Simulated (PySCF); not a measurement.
3-bromobenzoic acid (SMILES O=C(O)c1cccc(Br)c1)

Cartesian coordinates in Å; atom numbers follow the order of the lines, from 1:
```xyz
15

O     2.8988   -1.1244   -0.0926
C     2.2111   -0.1389   -0.0090
O     2.7237    1.0924    0.1103
C     0.7236   -0.1503   -0.0242
C     0.0788   -1.3842   -0.1490
C    -1.3106   -1.4361   -0.1684
C    -2.0631   -0.2667   -0.0638
C    -1.4080    0.9586    0.0610
Br   -2.4208    2.5440    0.2044
C    -0.0183    1.0302    0.0815
H     3.6871    0.9891    0.1095
H     0.6891   -2.2855   -0.2292
H    -1.8221   -2.3961   -0.2661
H    -3.1538   -0.3015   -0.0785
H     0.4901    1.9894    0.1787
```

Method used: quadratic response CAM-B3LYP/aug-cc-pVDZ first hyperpolarisability, Taylor convention, gas phase in PySCF 2.14.0. Geometry: PBE0-D3(BJ)/def2-SVP.

The calculation is non-relativistic, which matters for the atoms heavier than Zn.

(1) Give the tensor of the second harmonic β(−2ω;ω,ω) at 1064 nm in the axes of these coordinates.

## Answers

(1) In au, Taylor convention; rows are the first index (the induced dipole):
```tsv
	xx	yy	zz	xy	xz	yz
x	-294.3	+24.6	+47.4	+3.0	-3.3	-2.2
y	-1.8	+86.9	-10.8	+10.3	-3.4	+10.7
z	-3.8	+10.8	-1.7	-3.4	+45.1	-10.1
```
Norm of βᵢ = ⅓ Σⱼ (βᵢⱼⱼ + βⱼᵢⱼ + βⱼⱼᵢ): 246.1 au, hyper-Rayleigh value 118.9 au.
